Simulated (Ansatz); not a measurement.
Reaction (hydrogenolysis of a C–C bond): `CCCCC(O)CC` + H₂ → `CCCO` + `CCCC`

Program: Ansatz. Geometries: PBE0-D4/def2-TZVP. ΔE: electronic, gas phase. CCSD(T)/CBS is the MP2 limit (def2-TZVPP, def2-QZVPP) plus CCSD(T) − MP2 in def2-TZVPP, frozen cores. This one scheme is used for every species. Functionals use def2-TZVPP. B3LYP here is the variant with VWN-RPA as its local correlation; programs differ in this. HSE06 is defined as in plane-wave codes. One conformer a species, not always the lowest.

`CCCCC(O)CC`:

Cartesian coordinates in Å:
```
C 3.073 0.625 -1.591
C 1.918 0.145 -0.730
C 0.575 0.279 -1.430
C -0.604 -0.280 -0.645
C -0.862 0.411 0.680
O -1.020 1.793 0.398
C -2.084 -0.134 1.405
C -1.952 -1.579 1.854
H 3.138 0.050 -2.520
H 2.947 1.676 -1.864
H 4.031 0.528 -1.074
H 2.079 -0.903 -0.448
H 1.905 0.715 0.205
H 0.626 -0.238 -2.395
H 0.388 1.334 -1.653
H -1.515 -0.200 -1.249
H -0.440 -1.346 -0.455
H 0.014 0.267 1.333
H -1.239 2.243 1.218
H -2.263 0.497 2.286
H -2.957 -0.010 0.754
H -2.809 -1.881 2.460
H -1.896 -2.264 1.005
H -1.052 -1.725 2.458
```

H₂:

Z-matrix (Å, degrees):
```
H
H 1 0.746
```

`CCCO`:

Cartesian coordinates in Å:
```
C 0.752 -1.192 0.582
C -0.372 -0.414 -0.080
C 0.010 1.026 -0.360
O -1.001 1.753 -1.025
H 1.042 -0.739 1.534
H 0.459 -2.224 0.782
H 1.641 -1.218 -0.055
H -1.261 -0.429 0.563
H -0.662 -0.887 -1.024
H 0.300 1.522 0.579
H 0.881 1.058 -1.020
H -1.788 1.744 -0.475
```

`CCCC`:

Cartesian coordinates in Å:
```
C -0.166 1.762 0.811
C 0.153 0.282 0.689
C -0.154 -0.283 -0.689
C 0.167 -1.762 -0.811
H -1.225 1.954 0.616
H 0.063 2.143 1.809
H 0.412 2.349 0.091
H -0.412 -0.280 1.442
H 1.211 0.112 0.919
H 0.410 0.281 -1.441
H -1.213 -0.114 -0.918
H -0.408 -2.350 -0.090
H 1.226 -1.952 -0.619
H -0.063 -2.143 -1.809
```

```csv
level,ΔE (kJ/mol),difference from CCSD(T)/CBS
PBE-D4,-48.2,-3.7
BLYP-D4,-49.1,-4.6
r2SCAN-D4,-47.9,-3.4
B97M-V,-52.0,-7.5
PBE0-D4,-50.7,-6.2
r2SCANh-D4,-48.8,-4.3
ωB97X-V,-47.9,-3.4
ωB97M-V,-46.6,-2.1
PBE-QIDH,-51.9,-7.4
PBE,-60.6,-16.1
B3LYP,-71.0,-26.5
r2SCAN0,-55.1,-10.6
HSE06,-61.8,-17.3
HF/def2-SVP,-79.4,-34.9
CCSD(T)/def2-SVP,-43.5,1.0
MP2/CBS(def2),-39.2,5.3
CCSD(T)/CBS,-44.5,0
```

Largest T1 diagnostic among the species: 0.009.

Leaving LDA and LC-ωPBE aside and taking each functional with its dispersion term where it has one, the values, not all of them listed here, spread over 18.1 kJ/mol, from B2PLYP to revPBE-D4. LDA lies +23.5 kJ/mol from PBE without D4. From BLYP to BHLYP (50 % exact exchange), in def2-TZVPP and without D4, ΔE moves by +3.2 kJ/mol.
